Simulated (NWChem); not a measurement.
System: PbHOCl, singlet; SMILES [OH][Pb][Cl]

The following NWChem deck was run.

```
start job
memory heap 200 mb stack 900 mb global 1100 mb
geometry units angstroms noautoz
  Pb     0.188372     0.367344     0.000000
  Cl    -0.178596    -2.110420     0.000000
  O     -1.888849     0.867530     0.000000
  H     -1.997553     1.840700     0.000000
end
basis spherical
  Pb library def2-svp
  Cl library def2-svp
  O library def2-svp
  H library def2-svp
end
ecp
  Pb library def2-ecp
end
dft
  xc pw6b95
  iterations 150
  mulliken
end
task dft energy
```

Low-valent species are run as closed-shell singlets; no triplet was tried in these runs. Geometry: optimised at PBE-D3(BJ)/def2-SVP. def2 effective core potentials on Pb; no spin-orbit coupling.

Q: What results follow from this input? (PW6B95/def2-SVP with def2 effective core potentials on Pb.) Quantities: energy (Ha); highest occupied level (eV); orbital gap (eV); dipole (D).

A: 
- energy (Ha) = -729.28
- highest occupied level (eV) = -7.59
- orbital gap (eV) = 5.09
- dipole (D) = 5.37
